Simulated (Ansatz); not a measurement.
CH$_{4}$N (SMILES [CH2-]N), charge -1, singlet, at a GFN2-xTB geometry (a gas-phase anion, which may not be bound at this level). Base run: CCSD/def2-SVP (Ansatz, an electronic-structure program).

Ansatz was given this input:
Ansatz 0.2 input:
```yaml
crystal:
  periodic: [false, false, false]
  atoms:
    - {symbol: C, position_ang: [-0.08198403, 0.82858640, -0.00681169]}
    - {symbol: N, position_ang: [0.04689124, -0.73190230, 0.00619811]}
    - {symbol: H, position_ang: [-0.49812098, -1.02854792, 0.82390464]}
    - {symbol: H, position_ang: [-0.50963896, -1.04302318, -0.79826373]}
    - {symbol: H, position_ang: [0.59202741, 1.11962037, 0.87526805]}
    - {symbol: H, position_ang: [0.57939804, 1.10374838, -0.90342560]}
basis:
  gaussian:
    orbitals: def2-SVP
total_charge: -1
magnetization: {spin_polarized: false}
correlation: {method: ccsd}
```

Variants of this job, named by their change:

```tsv
change	ΔE vs base (kcal/mol)	MP2 correlation (Eh)	CC correlation without the perturbative part (Eh)	basis functions
base	0.000	-0.32798	-0.35627	48
reference functional = pbe0	0.77	-	-0.36204	48
electrons = outside_noble_gas	0.000	-0.32798	-0.35627	48
method = bccd	0.264	-0.32798	-0.35585	48
method = bccd_t	(withheld)	-0.32798	-0.35585	48
accuracy = high	-0.002	-0.32798	-0.35627	48
lower_state_search = off	0.000	-0.32798	-0.35627	48
method = mp2	(withheld)	-0.32798	-	48
method = rpa	(withheld)	-	-	48
fitting = cc-pVTZ-JKFIT (mean field), cc-pVTZ-RIFIT (correlation)	0.017	-0.32794	-0.35624	48
```

Task: Some entries are withheld; supply them.

Result: 
- method = bccd_t, ΔE vs base (kcal/mol): -6.01
- method = mp2, ΔE vs base (kcal/mol): 17.75
- method = rpa, ΔE vs base (kcal/mol): -19.08

A gas-phase anion may not be bound at this level; its values then depend on the basis.
